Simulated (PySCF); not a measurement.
Partial charges of `C[C@H](Cl)/C(=C\O[SiH3])CO`

C5H11ClO2Si.
SMILES with atom numbers: `[CH3:1][C@H:2]([Cl:3])/[C:4](=[CH:5]\[O:6][SiH3:7])[CH2:8][OH:9]` (hydrogens: H10, H11, H12 on C1; H13 on C2; H14 on C5; H15, H16, H17 on Si7; H18, H19 on C8; H20 on O9)

Structure used (GFN2-xTB), in Å, numbered top down from 1:
```xyz
20
C5H11ClO2Si angstrom
C     -2.3392   -0.3260   -1.0811
C     -1.2063   -0.7933   -0.1839
Cl    -1.9197   -1.6448    1.2448
C     -0.3240    0.3082    0.3122
C      0.9992    0.2579    0.1614
O      1.6290   -0.7627   -0.4466
Si     3.2062   -1.0648   -0.7298
C     -0.9788    1.4722    1.0191
O     -0.0984    2.2297    1.8087
H     -2.9224   -1.1779   -1.4228
H     -1.9219    0.1845   -1.9468
H     -2.9986    0.3569   -0.5516
H     -0.5948   -1.5444   -0.6889
H      1.6213    1.0677    0.5227
H      3.0655   -2.3553   -1.3821
H      3.9516   -1.1093    0.5295
H      3.7763   -0.0232   -1.5855
H     -1.8146    1.0934    1.6246
H     -1.3819    2.1749    0.2821
H      0.2464    1.6668    2.5110
```

Density: PBE0/pcSseg-1 (PySCF); schemes: Mulliken, IAO, Hirshfeld and ESP-fitted. Isolated species at its GFN2-xTB geometry (one conformer only).

Problem. Atoms with like bonding are taken together and averaged. Do the Mulliken, IAO, Hirshfeld and ESP-fitted schemes agree on where the charge is highest?

Solution. All schemes agree: Mulliken Si7 (+0.695); IAO Si7 (+0.881); Hirshfeld Si7 (+0.402); ESP-fitted Si7 (+0.586).

Problem. For which atoms does the sign change between the 4 schemes (beyond +0.03 e in one, beyond −0.03 e in another)?

Solution. C8.

Problem. At which atom do the 4 schemes differ most?

Solution. At Si7: from +0.402 (Hirshfeld) to +0.881 e (IAO), 0.479 e apart.

Problem. Tabulate the Mulliken, IAO, Hirshfeld and ESP-fitted charges.

Solution. In e; atoms taken as equivalent share a row and are averaged (×n: the atom named and its like, n in all):

```csv
atom,environment,Mulliken,IAO,Hirshfeld,ESP-fitted
C1,methyl carbon,-0.183,-0.420,-0.123,-0.317
C2,sp3 C–Cl carbon,-0.234,-0.078,+0.012,-0.024
Cl3,alkyl chlorine,-0.135,-0.146,-0.083,-0.184
C4,fully substituted alkene carbon,-0.461,-0.084,-0.046,-0.144
C5,vinylic carbon bearing oxygen,+0.337,+0.044,+0.022,+0.029
O6,silyl ether oxygen,-0.604,-0.588,-0.186,-0.332
Si7,oxygen-bound silicon,+0.695,+0.881,+0.402,+0.586
C8,carbinol carbon (C–OH),+0.240,-0.050,-0.004,+0.115
O9,alcohol oxygen,-0.458,-0.545,-0.221,-0.616
H10/H11/H12,methyl hydrogen,+0.126,+0.151,+0.045,+0.112
H13,methine hydrogen,+0.165,+0.171,+0.040,+0.157
H14,vinylic hydrogen,+0.093,+0.142,+0.043,+0.135
H15/H16/H17,Si–H hydrogen,-0.105,-0.138,-0.075,-0.110
H18,methylene hydrogen,+0.120,+0.131,+0.026,+0.071
H19,methylene hydrogen,+0.133,+0.154,+0.045,+0.121
H20,hydroxyl hydrogen,+0.226,+0.349,+0.163,+0.398
```

Mean size of the charges over all atoms: Mulliken 0.239 e, IAO 0.232 e, ESP-fitted 0.195 e, Hirshfeld 0.089 e. Each set sums to the total charge, 0, to within 0.001 e. The Hirshfeld scheme divides the density at each point in proportion to the densities of the neutral, spherically averaged free atoms.

Some averages cover members that differ in this geometry: H10/H11/H12, ESP-fitted +0.091 to +0.122 e.

Problem. How many electrons does the Hirshfeld scheme count on C4?

Solution. Z − q = 6 − (-0.046) = 6.046.

Problem. How closely do the schemes follow one another over all atoms?

Solution. Correlation coefficient and root-mean-square difference: IAO with Hirshfeld 0.98, 0.191 e; IAO with ESP-fitted 0.95, 0.105 e; Hirshfeld with ESP-fitted 0.95, 0.139 e; Mulliken with IAO 0.88, 0.152 e; Mulliken with ESP-fitted 0.87, 0.145 e; Mulliken with Hirshfeld 0.86, 0.197 e.
